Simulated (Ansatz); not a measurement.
Consider the ligand exchange at the Si–C bond: `F[CH]([AlH2])[SiH2][SiH3]` + `[NH2][AlH2]` → `[AlH2][NH][SiH2][SiH3]` + `F[CH2][AlH2]`.

Calculated with Ansatz (gas phase, PBE0-D4/def2-TZVP geometries, no zero-point term in ΔE). CCSD(T)/CBS is the MP2 limit (def2-TZVPP, def2-QZVPP) plus CCSD(T) − MP2 in def2-TZVPP, frozen cores. This one scheme is used for every species. Each species was taken in one conformer, which may not be the lowest.

| level | ΔE (kJ/mol) |
| --- | --- |
| SCS-MP2/def2-QZVPP | -60.4 |
| CCSD/CBS(def2) | -56.7 |

Q: What does CCSD(T)/CBS give? (Estimate.)

A: The calculation gave: -53.8 kJ/mol. The listed levels differ from it by -6.6, -2.9 kJ/mol.

Largest T1 diagnostic among the species: 0.013.

From PBE to PBE0 (25 % exact exchange), in def2-TZVPP and without D4, ΔE moves by −5.8 kJ/mol. The D4 term adds +3.6 kJ/mol with B3LYP and +2.0 kJ/mol with PBE0; it sums over pairs of atoms, weighted by their polarisabilities, and B3LYP, whose exchange is more repulsive, gets the larger term. In def2-TZVPP, CCSD(T) changes the Hartree–Fock value by +17.8 kJ/mol (the triples alone add +2.9 kJ/mol) and MP2 by +15.6 kJ/mol.

B3LYP here is the variant with VWN-RPA as its local correlation; programs differ in this.
